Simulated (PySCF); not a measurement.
r2SCAN on Sc (scandium, neutral), [Ar] 3d1 4s2, 2D determinant. All numbers are calculated (PySCF 2.14, scalar relativity by spin-free X2C-1e, in aug-cc-pwCVTZ-DK (10s9p7d4f3g, 127 functions)).

```
cycle= 1 E= -764.137924031468  delta_E= -0.0107  |g|= 0.0225  |ddm|= 1.22
cycle= 2 E= -764.140009476865  delta_E= -0.00209  |g|= 0.0154  |ddm|= 0.26
cycle= 3 E= -764.141613882337  delta_E= -0.0016  |g|= 0.0171  |ddm|= 0.218
cycle= 4 E= -764.14174109047  delta_E= -0.000127  |g|= 0.016  |ddm|= 0.0204
cycle= 5 E= -764.142765303019  delta_E= -0.00102  |g|= 0.00421  |ddm|= 0.353
cycle= 6 E= -764.142739829251  delta_E= 2.55e-05  |g|= 0.00489  |ddm|= 0.122
cycle= 7 E= -764.142797298858  delta_E= -5.75e-05  |g|= 0.000341  |ddm|= 0.0739
cycle= 8 E= -764.142797546709  delta_E= -2.48e-07  |g|= 0.000339  |ddm|= 0.00487
cycle= 9 E= -764.14279770147  delta_E= -1.55e-07  |g|= 7.3e-05  |ddm|= 0.00261
cycle= 10 E= -764.142797720104  delta_E= -1.86e-08  |g|= 2.08e-05  |ddm|= 0.00147
cycle= 11 E= -764.142797721919  delta_E= -1.82e-09  |g|= 1.45e-06  |ddm|= 0.000505
cycle= 12 E= -764.142797721922  delta_E= -3.41e-12  |g|= 5.31e-07  |ddm|= 7.64e-05
converged SCF energy = -764.142797721922  <S^2> = 1.2005151  2S+1 = 2.4087467
```

Highest occupied orbital energy: -3.701 eV; ⟨L²⟩ = 7.58; populations by l: s 7.74, p 12.00, d 1.26, f 0.00.

Can this result be used?

Not for this state. The run converged. ⟨L²⟩ = 7.58 against 6 for a pure D term, so this real determinant mixes terms. ⟨S²⟩ = 1.20 against 0.75 shows spin contamination. The s, p, d and f populations moved away from the nominal configuration during the SCF.
